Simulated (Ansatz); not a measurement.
CH4AgAl: where a starting geometry ends

The starting geometry of this gas-phase singlet is a saddle point at r2SCAN-D4/def2-SVP, pushed by 0.25 Å along its imaginary mode; its bonds are those of `[CH3][AlH][Ag]`.

```xyz
7

C    -1.4127    0.2458    0.6794
Ag    0.6701    1.5622   -2.2548
Al   -0.1034    1.5664    0.0553
H    -2.2497    0.0823   -0.0552
H    -1.8517    0.5103    1.6880
H    -0.8852   -0.7644    0.7870
H     0.4690    2.6272    1.0943
```

Task: Predict what it relaxes into with r2SCAN-D4/def2-SVP.

Result: It keeps its bonds, and is `[CH3][AlH][Ag]`.

The energy falls by 0.05 eV over 23 steps:

```
step  E − E(last) (eV)
   1             0.050
   3             0.004
   6             0.004
   8             0.003
  11             0.002
  13             0.001
  16             0.001
  18             0.000
  21             0.000
  23             0.000
```

Final geometry (Å):

```json
{"atom": "C", "x (Å)": "-1.4123", "y (Å)": "0.2260", "z (Å)": "0.6628"}
{"atom": "Ag", "x (Å)": "0.3896", "y (Å)": "1.9206", "z (Å)": "-2.3248"}
{"atom": "Al", "x (Å)": "-0.0604", "y (Å)": "1.4961", "z (Å)": "0.0212"}
{"atom": "H", "x (Å)": "-1.9736", "y (Å)": "-0.2950", "z (Å)": "-0.1276"}
{"atom": "H", "x (Å)": "-2.1409", "y (Å)": "0.7481", "z (Å)": "1.3102"}
{"atom": "H", "x (Å)": "-0.9344", "y (Å)": "-0.5393", "z (Å)": "1.3018"}
{"atom": "H", "x (Å)": "0.7684", "y (Å)": "2.2734", "z (Å)": "1.1504"}
```

Frequencies at the end are all real (lowest 44 cm⁻¹). Atoms past krypton carry core potentials, without spin–orbit terms. Run with Ansatz 0.2.0, 66 s on 1 thread of Arm Neoverse V2, on a shared host.
